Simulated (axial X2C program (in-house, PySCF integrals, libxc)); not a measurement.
What spin–orbit coupling does to CuSn

All values were computed with an axial X2C code built on PySCF integrals. Spin-free means the one-electron spin-free X2C Hamiltonian; two-component (2c) means X2C with spin–orbit coupling and atomic mean-field two-electron Coulomb and Gaunt terms, so the difference of the two also holds small scalar two-electron terms. Basis: Sn dyall-cv3z [11s12p9d4f1g], Cu dyall-cv3z [9s9p6d3f2g] (cores contracted in-house); Gaussian nuclei, density fitting, unrestricted open shells. Masses: Sn 119.902 u, Cu 62.930 u.

Spin-free state: M_S = 1/2, Λ = 1 (beyond evenly filled blocks: π+α); fragments Sn + Cu.

```csv
level,Re (Å),ωe (cm⁻¹),De (eV),μ (D)
PBE0,2.457,214.4,1.935,0.78
PBE50,2.480,205.9,1.615,1.57
```

Dipoles are positive if Cu is the positive end.

Problem. Within this multiplet, which Ω should lie lowest by the rule for regular and inverted multiplets?

Solution. The open π shell holds one electron, so the multiplet is regular: Ω = Λ − 1/2 = 1/2. The PBE0 2c search agrees.

Two-component determinant lowest at the distance of the search:

Ω = 1/2 (⟨Sz⟩ = -0.49, ⟨Lz⟩ = 0.99 at PBE0); fragments Sn + Cu.

```
level  Re (Å)  ωe (cm⁻¹)  μ (D)
 PBE0   2.461      212.6   0.74
PBE50   2.484      204.3   1.53
```

Problem. From the two tables, how do the constants change at the PBE0 level (2c against spin-free)?

Solution. At the PBE0 level Re goes up by 0.004 Å and ωe drops by 1.8 cm⁻¹.

The state is a single determinant with fixed occupations, the lowest that a limited PBE0 search found. Dissociation energies refer to the lowest single-determinant-based atoms at the same level and basis. De is not given where an atomic determinant may have missed its ground term or J level, or where the truncated virtual space spoils (T). Density functionals use the spin component along the axis (collinear). The functionals have no current-density term, which raises determinants with orbital currents, atoms included.
